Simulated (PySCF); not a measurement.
Two-component Hartree-Fock for Os (osmium, neutral)

Start: [Xe] 4f14 5d6 6s2; 5d3/2 filled at m_j = +3/2; 5d5/2 filled at m_j = -3/2, -1/2, +1/2, +3/2, +5/2. Calculated with PySCF 2.14 in x2c-SVPall-2c with one added diffuse shell each of s, d type (8s9p10d2f, 99 functions): generalised Hartree-Fock with the X2C-1e Hamiltonian and a Gaussian nucleus; one run each with spin-orbit coupling (SO) switched off, then screened by Boettger's factors. This is a chosen level, not necessarily the ground level.

```tsv
spinor shell	electrons	ε, spin-free (eV)	ε, screened SO (eV)	weight of nominal j (screened SO)	rms radius, screened SO (bohr)
1s1/2	2	-74275.0	-74250.3	1.000	0.0201
2s1/2	2	-13082.0	-13074.2	1.000	0.0809
2p1/2	2	-11398.6	-12496.0	1.000	0.0687
2p3/2	4	-11398.6	-10958.7	1.000	0.0764
3s1/2	2	-3109.5	-3106.8	1.000	0.207
3p1/2	2	-2606.9	-2848.8	1.000	0.198
3p3/2	4	-2606.9	-2507.9	1.000	0.214
3d3/2	4	-2037.7	-2079.5	1.000	0.189
3d5/2	6	-2037.7	-2007.0	1.000	0.192
4s1/2	2	-690.67	-689.72	1.000	0.459
4p1/2	2	-522.84	-580.07	1.000	0.466
4p3/2	4	-522.84	-499.05	1.000	0.499
4d3/2	4	-310.09	-318.67	0.999	0.520
4d5/2	6	-310.09	-303.29	1.000	0.531
5s1/2	2	-108.30	-108.03	1.000	1.08
5p1/2	2	-62.429	-72.533	0.689	1.10
4f5/2	6	-71.386	-72.533	0.899	0.691
4f7/2	8	-71.386	-69.593	0.991	0.612
5p3/2	4	-62.429	-57.877	0.977	1.27
5d5/2	5	-12.548	-13.053	0.474	1.90
5d3/2	1	-12.548	-9.807	0.650	2.00
6s1/2	2	-7.872	-7.859	0.993	3.45
```

```csv
quantity,spin-free,screened SO
E (hartree),-17240.20855,-17262.69675
M_J,4,4
⟨J²⟩,20.041,20.089
⟨L²⟩,6.008,6.815
⟨S²⟩,6.033,5.718
```

Each row is a mean over spinors that exchange with the open shell spreads, by up to 7.439 eV (5p3/2).

Rows whose weight is well below 1 are mixtures of j = l ± 1/2: exchange outweighs spin-orbit coupling there, and the label is only the starting occupation.

⟨J²⟩ departs a little from M_J(M_J + 1) because the unrestricted spinors polarise the closed shells.

Breit and QED terms are absent; they matter most for the inner s and p1/2 levels.

Densities and radii are taken from the X2C orbitals without a picture-change correction, which distorts them close to the nucleus.

Without spin-orbit coupling the j labels of p, d and f shells carry no meaning; the spin-free column gives the mean over the occupied spinors of each nl shell.
